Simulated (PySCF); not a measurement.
**Heteronuclear NMR**

Bonds (- single, = double, # triple, : aromatic): N1-Si2, Si2-Si3, Si2-Si4, Si2-O5, O5-Si6. N1 carries H7, H8; Si3 carries H9, H10, H11; Si4 carries H12, H13, H14; Si6 carries H15, H16, H17.

PySCF 2.14.0 with density-fitted response routines calculation with GFN2-xTB structure and σ from GIAO-PBE0/pcSseg-1; non-relativistic, averaged over atoms made equivalent by symmetry, fast rotation or ring inversion, isolated molecule, one conformer.

Q: Predict the 29Si NMR data.

A: 
```tsv
atoms	environment	σ (ppm)	δ (ppm)
Si2	silicon bonded to N, O, 2 Si	337.5	2.5
Si6	silicon bonded to O, 3 H	396.0	-45.6
Si3/Si4	silicon bonded to Si, 3 H	467.6	-104.4
```

Shieldings were converted by a linear fit to measured shifts: 29Si: δ = 279.94 − 0.822σ (rms 8.9 ppm, 72 shifts, 25.8 ppm with the 6 outliers that the fit left out vs TMS, solution or neat liquid). Occasional misses reach two or three times the rms, and more in compound classes unlike the fitted ones.

On a 400 MHz spectrometer 29Si resonates near 79.5 MHz, so 1 ppm is 79.5 Hz.

Q: What are the 15N shifts?

A: 
```json
{"atoms": "N1", "environment": "nitrogen bonded to Si, 2 H", "σ (ppm)": "237.0", "δ (ppm)": "-366.4"}
```

Shieldings were converted by a linear fit to measured shifts: 15N: δ = -148.07 − 0.921σ (rms 6.3 ppm, 71 shifts vs CH3NO2, solution or neat liquid). Occasional misses reach two or three times the rms, and more in compound classes unlike the fitted ones.

On a 600 MHz spectrometer 15N resonates near 60.8 MHz, so 1 ppm is 60.8 Hz.

Q: What are the 17O shifts?

A: 
| atoms | environment | σ (ppm) | δ (ppm) |
| --- | --- | --- | --- |
| O5 | oxygen bonded to 2 Si | 305.7 | -11.8 |

Shieldings were converted by a linear fit to measured shifts: 17O (scatter 10.7 ppm rms, 12.2 ppm with the 3 outliers that the fit left out vs liquid water, solution or neat liquid). A few per cent of atoms miss by over 2 rms, more outside the fitted compound classes.

On a 500 MHz spectrometer 17O resonates near 67.8 MHz, so 1 ppm is 67.8 Hz.
